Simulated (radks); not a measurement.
Task: The tin anion Sn4-, [Xe], held by a Watson sphere: a shell of charge +4 at radius R that stands for the Madelung well of a crystal (potential energy -4/R inside, -4/r outside, in hartree with lengths in bohr). Method: scalar-relativistic Kohn-Sham, LB94 model potential, spin-polarised, spherical densities, finite nucleus; Fermi nuclear charge, rms radius of each element as measured or else 0.836 A^(1/3) + 0.57 fm; computed with a radial shooting solver on a logarithmic mesh with Libxc functionals. Response by self-consistent Sternheimer equations with the Hartree and adiabatic LDA kernel, the relativistic mass of each level held fixed and spin-orbit coupling left out. The sphere does not respond.

R (bohr)  e(4d) (eV)  e(5s) (eV)  e(5p) (eV)  <r> 5p (bohr)  sum of <r^2> (bohr^2)  X-ray form factor at sin(theta)/lambda = 0.3 1/angstrom  alpha (bohr^3)
3.17         -30.529     -15.659      -9.141          3.207                  108.0                                                   34.688           85.79
3.63         -29.589     -14.309      -8.123          3.451                  120.2                                                   34.754           119.9
3.68         -29.505     -14.181      -8.020          3.477                  121.6                                                   34.759           124.3
4.35         -28.586     -12.770      -6.781          3.831                  141.0                                                   34.788           199.5
4.55         -28.366     -12.442      -6.462          3.936                  147.1                                                   34.789           228.7
5.16         -27.802     -11.641      -5.618          4.252                  166.9                                                   34.787           341.2
5.55         -27.508     -11.253      -5.166          4.451                  180.6                                                   34.787           434.8

Estimate the row for R = 5.72 bohr.

Result: e(4d) (eV) -27.392; e(5s) (eV) -11.107; e(5p) (eV) -4.988; <r> 5p (bohr) 4.536; sum of <r^2> (bohr^2) 186.8; X-ray form factor at sin(theta)/lambda = 0.3 1/angstrom 34.787; alpha (bohr^3) 481.7.
